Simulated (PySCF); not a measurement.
## The second ionisation energy along the 5d series

Calculated with PySCF 2.14 from differences of total energies of unrestricted determinants, without spin-orbit coupling. Values in eV. The last column holds reference values (NIST; (s) semi-empirical, (t) theoretical, else measured). Unmarked ones compare directly (S terms, centres of terms, or small fine structure); those marked * lie between the lowest fine-structure levels and include a spin-orbit shift.

```csv
element,configurations,UHF,LDA,PBE0,SCS-MP2 (valence),CCSD (valence),CCSD(T) (valence),reference
"Hf (aug-cc-pVTZ-PP with ECP60MDF, ECP)",[Xe] 4f14 5d1 6s2 → [Xe] 4f14 5d2,n/a,n/a,n/a,n/a,n/a,n/a,14.61 ± 0.04 (t) *
"Ta (aug-cc-pVTZ-PP with ECP60MDF, ECP)",[Xe] 4f14 5d3 6s1 → [Xe] 4f14 5d3,14.193,15.728,15.219,14.315,14.639,14.650,16.2 ± 0.5 (s) *
"W (aug-cc-pVTZ-PP with ECP60MDF, ECP)",[Xe] 4f14 5d4 6s1 → [Xe] 4f14 5d4,14.995,16.582,16.066,15.162,15.556,15.576,16.37 ± 0.15 (s) *
"Re (aug-cc-pVTZ-PP with ECP60MDF, ECP)",[Xe] 4f14 5d5 6s1 → [Xe] 4f14 5d5,15.728,17.373,16.830,15.937,16.388,16.415,16.6 ± 0.5 (s)
"Os (aug-cc-pVTZ-PP with ECP60MDF, ECP)",[Xe] 4f14 5d6 6s1 → [Xe] 4f14 5d6,16.025,17.871,17.295,16.509,16.812,16.846,17 ± 1 (s) *
"Ir (aug-cc-pVTZ-PP with ECP60MDF, ECP)",[Xe] 4f14 5d7 6s1 → [Xe] 4f14 5d7,16.344,18.370,17.749,17.065,17.287,17.340,17 ± 0.3 (s) *
"Pt (aug-cc-pVTZ-PP with ECP60MDF, ECP)",[Xe] 4f14 5d9 → [Xe] 4f14 5d8,16.877,19.559,18.837,18.625,18.485,18.627,18.56 ± 0.12 *
"Au (aug-cc-pVTZ-PP with ECP60MDF, ECP)",[Xe] 4f14 5d10 → [Xe] 4f14 5d9,18.929,21.356,20.727,20.731,20.527,20.651,20.203 ± 0.025 *
"Hg (aug-cc-pVTZ-PP with ECP60MDF, ECP)",[Xe] 4f14 5d10 6s1 → [Xe] 4f14 5d10,17.111,19.521,18.782,18.451,18.406,18.504,18.757
```

"Valence" correlates the outer s and p shells and, in groups 3 to 12 and the f block, the outer d or f shell, open or full, or the next shell where the ion has no valence electron left; the wider scheme adds the next inner shell.
